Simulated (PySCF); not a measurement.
Assignment exercise: C5H8N2OSi

Bonds (- single, = double, # triple, : aromatic): N1#C2, C2-C3, C3-C4, C4-Si5, Si5-N6, N6-C7, C7=O8, Si5-C9, C9-C3. C3 carries H10; C4 carries H11, H12; Si5 carries H13; N6 carries H14; C7 carries H15; C9 carries H16, H17. Stereochemistry as in N#C[C@H]1C[Si@@H](NC=O)C1. H11, H17 are cis to C2 on the ring; H12, H16 are trans to C2 on the ring.

PySCF calculation with GFN2-xTB structure and shieldings: GIAO PBE0/pcSseg-1; isolated molecule, fast rotation and ring inversion assumed for equivalent nuclei, relativity neglected, one computed conformer.

References, each an isolated molecule treated in the same way: $^{13}$C (σref 186.93) and $^{1}$H (σref 31.72) vs TMS.

**Question.** Assign these signals to the numbered atoms. $^{13}$C{$^{1}$H} NMR (computed): δ 171.5, 129.3, 27.3, 16.6.

**Answer.** 
171.5 → C7, amide carbonyl carbon: it is a carbonyl in resonance with an O or N lone pair, the region of acids, esters and amides
129.3 → C2, nitrile carbon: C≡N carbons fall here, among the sp2 signals but without a proton
27.3 → C4/C9, sp3 CH2 bonded to Si
16.6 → C3, sp3 CH α to a nitrile: saturated and bonded to C and H only

**Question.** Assign these signals to the numbered atoms. $^{1}$H NMR (600 MHz, computed): δ 8.34 (s, 1H), 5.46 (m, 1H), 5.18 (br s, 1H), 2.74 (m, 1H), 2.06 (m, 2H), 1.97 (m, 2H).

**Answer.** 
8.34 → H15, hydrogen on an amide carbonyl carbon
5.46 → H13, hydrogen on a silicon bonded to 2 C, N, in a 4-membered ring
5.18 → H14, hydrogen on an amide-type nitrogen: labile proton, position sensitive to the medium
2.74 → H10, hydrogen on an sp3 CH α to a nitrile
2.06 → H12/H16, hydrogen on an sp3 CH2 bonded to Si
1.97 → H11/H17, hydrogen on an sp3 CH2 bonded to Si

H12/H16 and H11/H17 lie closer than the usual error of such a calculation, so a measured spectrum could show them in the other order.

OH and NH positions are those of a molecule without intermolecular hydrogen bonds; in solution they move with solvent, concentration and temperature, and exchange usually removes their couplings. Shifts are as computed. Against solution values, carbons near 30 ppm lie about +3 ppm off and those near 130 ppm about +5 ppm. Of 1211 compounds with measured shifts, 218 miss one by over three times the rms of a fit or turn the order of signals round; such compounds aren't used in these exercises. The C=O carbon of an acid or of an amide with N–H lies up to 10 ppm further downfield in solution, through hydrogen bonding that the calculation lacks. No couplings were computed; multiplicities are counted from neighbouring protons, with m where these are inequivalent, close in shift, in a saturated or five-membered ring or joined by F or P, and br s for small geminal =CH2 splittings.
